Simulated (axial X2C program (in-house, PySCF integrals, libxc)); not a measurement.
## How long does NaSr⁻ take?

A bond scan computed with an axial X2C code built on PySCF integrals. Basis: Sr dyall-acv3z [14s13p9d6f1g], Na dyall-av3z [10s9p5d2f] (cores contracted in-house).

Input file and command:
```json
{"zs": [38, 11], "q": -1, "bas": ["dyall-acv3z", "dyall-av3z"], "levels": ["PBE0", "HF", "B3LYP"], "cc": true, "r0": 3.4, "thr": -1.0, "nmax": 90, "npts": 10, "nst": 2, "ntry": 6}
```
```bash
python so2c.py task.json out
```

Keys: zs atomic numbers; q charge; bas basis sets; levels methods; cc coupled cluster on or off; r0 starting distance in Å; thr threshold in hartree for freezing inner shells (an s shell follows its p shell); nmax most natural virtual spinors; npts points on the curve; nst determinants followed; ntry starts of the search. HF also brings MP2.

Hardware: 1 thread of INTEL(R) XEON(R) PLATINUM 8581C CPU @ 2.10GHz (Emerald Rapids) (shared host).

Wall time of one point of each curve, integrals apart:

```json
{"Hamiltonian": "spin-free", "level": "PBE0", "points": "10", "seconds a point": "1.1"}
{"Hamiltonian": "spin-free", "level": "HF", "points": "10", "seconds a point": "0.43"}
{"Hamiltonian": "spin-free", "level": "CCSD(T) (4 electrons, 90 virtuals)", "points": "7", "seconds a point": "1.6"}
{"Hamiltonian": "spin-free", "level": "B3LYP", "points": "10", "seconds a point": "1.2"}
{"Hamiltonian": "2c", "level": "PBE0", "points": "10", "seconds a point": "1.4"}
{"Hamiltonian": "2c", "level": "HF", "points": "10", "seconds a point": "0.81"}
{"Hamiltonian": "2c", "level": "CCSD(T) (4 electrons, 90 virtuals)", "points": "7", "seconds a point": "2.2"}
{"Hamiltonian": "2c", "level": "B3LYP", "points": "10", "seconds a point": "1.5"}
```

The rest:

Search with its distance optimisation 57 s, atoms 18 s, whole task 210 s. Coupled cluster runs on the points near the minimum only. The program drops outer points, and coupled cluster, when its time limit (not in the input) nears; MP2, further determinants and curves that did not converge are not in the table.
